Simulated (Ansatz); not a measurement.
Isolated molecules relaxed with PBE0-D4/def2-TZVP in Ansatz; ΔE leaves out vibrations. CBS: MP2 limit from def2 TZ/QZ plus the TZ coupled-cluster correction, frozen cores. DFT in def2-TZVPP. B3LYP here is the variant with VWN-RPA as its local correlation; programs differ in this. Elements past krypton have def2 core potentials. For Br, Sn outer-core shells are correlated without core-valence functions, which leaves a few kJ/mol of doubt a bond. Scalar relativity is left out up to krypton. One conformer a species, not always the lowest.

`CN[SiH2][SiH2]N` + `[OH][SnH2][Br]` → `C[O][SnH2][Br]` + `N[SiH2][SiH2]N`  (substitution at a C–N bond)

```tsv
level	ΔE (kJ/mol)	difference from CCSD(T)/CBS
PBE-D4	16.5	2.2
r2SCAN-D4	13.9	-0.4
PBE0-D4	17.7	3.4
B3LYP-D4	14.1	-0.2
ωB97X-V	14.4	0.1
ωB97M-V	15.3	1.0
B2PLYP	14.1	-0.2
PBE	15.9	1.6
r2SCAN	13.5	-0.8
PBE0	17.2	2.9
B3LYP	13.5	-0.8
HF/def2-TZVPP	12.1	-2.2
MP2/def2-TZVPP	16.7	2.4
SCS-MP2/def2-TZVPP	15.1	0.8
CCSD/def2-TZVPP	15.1	0.8
CCSD(T)/def2-TZVPP	14.9	0.6
HF/def2-QZVPP	12.1	-2.2
MP2/def2-QZVPP	16.4	2.1
SCS-MP2/def2-QZVPP	14.9	0.6
HF/CBS(def2)	12.1	-2.2
MP2/CBS(def2)	16.2	1.9
CCSD/CBS(def2)	14.5	0.2
CCSD(T)/CBS	14.3	0
```

Largest T1 diagnostic among the species: 0.012.
